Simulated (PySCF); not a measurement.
# SbH⁻: input and log

State: ²Π (doublet), unpaired electrons π ↑.

An equivalent input (the run itself took its basis sets from the Basis Set Exchange, started from a PBE0 density and held the occupation σ 5α 5β, πx 3α 2β, πy 3α 3β, δx 1α 1β, δy 1α 1β):

```python
from pyscf import gto, scf, cc
mol = gto.M(atom='Sb 0 0 0; H 0 0 1.735', basis={'Sb': 'def2-TZVPPD', 'H': 'def2-TZVPPD'}, ecp={'Sb': 'def2-TZVPPD'},
            charge=-1, spin=1, verbose=4, symmetry='C2v')
mf = scf.UHF(mol)
mf.irrep_nelec = {'A1': (6, 6), 'A2': (1, 1), 'B1': (3, 2), 'B2': (3, 3)}
mf.conv_tol = 1e-9
mf.max_cycle = 60
mf.diis_space = 10
mf.kernel()
mycc = cc.CCSD(mf, frozen=[[0, 1, 2, 3, 68, 69, 70, 71, 72], [0, 1, 2, 3, 68, 69, 70, 71, 72]])
mycc.run(conv_tol=1e-7, conv_tol_normt=1e-5, max_cycle=80, diis_space=8)
et = mycc.ccsd_t()
```

The SCF ended at -239.83882657 hartree. The coupled-cluster part of the log:

```
******** <class 'pyscf.cc.uccsd.UCCSD'> ********
CC2 = 0
CCSD nocc = (9, 8), nmo = (64, 64)
frozen orbitals [[0, 1, 2, 3, 68, 69, 70, 71, 72], [0, 1, 2, 3, 68, 69, 70, 71, 72]]
max_cycle = 80
direct = 0
conv_tol = 1e-07
conv_tol_normt = 1e-05
diis_space = 8
diis_start_cycle = 0
diis_start_energy_diff = 1e+09
Init t2, MP2 energy = -0.338446281373525
Init E_corr(UCCSD) = -0.338446281376108
cycle = 1  E_corr(UCCSD) = -0.330519171352673  dE = 0.00792711002  norm(t1,t2) = 0.0731114
cycle = 2  E_corr(UCCSD) = -0.338891453637848  dE = -0.00837228229  norm(t1,t2) = 0.0207655
cycle = 3  E_corr(UCCSD) = -0.339835394068064  dE = -0.00094394043  norm(t1,t2) = 0.00992183
cycle = 4  E_corr(UCCSD) = -0.340574034365197  dE = -0.000738640297  norm(t1,t2) = 0.00300791
cycle = 5  E_corr(UCCSD) = -0.340484031861615  dE = 9.00025036e-05  norm(t1,t2) = 0.001033
cycle = 6  E_corr(UCCSD) = -0.340459907322159  dE = 2.41245395e-05  norm(t1,t2) = 0.000253021
cycle = 7  E_corr(UCCSD) = -0.340468489764332  dE = -8.58244217e-06  norm(t1,t2) = 0.000101419
cycle = 8  E_corr(UCCSD) = -0.340468825196068  dE = -3.35431736e-07  norm(t1,t2) = 3.25343e-05
cycle = 9  E_corr(UCCSD) = -0.340468129550216  dE = 6.95645852e-07  norm(t1,t2) = 1.16977e-05
cycle = 10  E_corr(UCCSD) = -0.340468266517974  dE = -1.36967757e-07  norm(t1,t2) = 3.96268e-06
cycle = 11  E_corr(UCCSD) = -0.340468252696224  dE = 1.38217497e-08  norm(t1,t2) = 1.5976e-06
UCCSD converged
E(UCCSD) = -240.1792948257176  E_corr = -0.3404682526962239
UCCSD(T) correction = -0.00941143839217824
```

T1 diagnostic 0.013, D1 0.045, 17 electrons correlated, 5 of the virtual orbitals (those above 20 hartree) left out.

Repeating this along the bond gives Re = 1.725 Å and ωe = 1826 cm⁻¹.

A point of this curve took 33 CPU seconds beside 0.41 for the integrals, on Intel Xeon Platinum 8259CL @ 2.50GHz (shared host).

Correlated steps freeze 4 core orbitals. Spin–orbit coupling is left out. The state was picked by a PBE0 search and need not be the measured ground state.
